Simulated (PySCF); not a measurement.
A structure optimised at B3LYP/def2-SV(P) (Å):
```
atom  x, y, z in Å
C1    -2.4202   -0.2984    0.2249
N2    -0.9746   -0.3093    0.2174
C3    -0.2332   -0.4909   -0.9614
C4     1.0913   -0.3079   -0.7703
N5     1.4014    0.0181    0.5603
C6     2.7266    0.4345    0.9605
P7    -0.0228    0.4549    1.4473
P8    -0.2535    2.7876    0.8363
H9    -2.8079   -1.1460   -0.3686
H10   -2.8492    0.6391   -0.1898
H11   -2.7899   -0.4177    1.2583
H12   -0.7302   -0.8152   -1.8767
H13    1.8899   -0.4524   -1.4990
H14    3.4832   -0.2426    0.5246
H15    2.9687    1.4722    0.6448
H16    2.8212    0.3781    2.0589
H17    0.5489    3.1623    1.9707
H18   -1.4628    2.8641    1.6128
```

Neutral, closed shell.

Task: Read off the bonds between heavy atoms and their formal orders.

Result: C1–N2 1.45 Å (single); N2–C3 1.40 Å (single); C3–C4 1.35 Å (double); C4–N5 1.40 Å (single); N5–C6 1.45 Å (single); N5–P7 1.73 Å (single); P7–P8 2.42 Å (single); N2–P7 1.73 Å (single). Bonds to hydrogen (Å): C1–H9 1.11; C1–H10 1.11; C1–H11 1.10; C3–H12 1.09; C4–H13 1.09; C6–H14 1.10; C6–H15 1.11; C6–H16 1.10; P8–H17 1.44; P8–H18 1.44.

Task: Which species is it?

Result: `CN1C=CN(C)P1P`, C4H10N2P2.

Task: Which rings does it hold (smallest set)?

Result: N2–C3–C4–N5–P7 (5 members, 0.09 Å rms from planarity).

Task: Classify the heavy atoms.

Result: C1/C6: N-methyl carbon; N2/N5: nitrogen bonded to 2 C and P; C3/C4: vinylic carbon bearing nitrogen; P7: three-coordinate phosphorus; P8: three-coordinate phosphorus.

Task: What is the arrangement about P8?

Result: It has 3 neighbours (P7, H17, H18) and is pyramidal (angles 91.7°, 89.9° and 89.7°, sum 271.3°, 0.93 Å off the plane of its three neighbours).

Task: What is the arrangement about P7?

Result: It has 3 neighbours (N5, P8, N2) and is pyramidal (angles 101.1°, 101.1° and 88.7°, sum 290.9°, 0.96 Å off the plane of its three neighbours).

All values are computed, not measured.
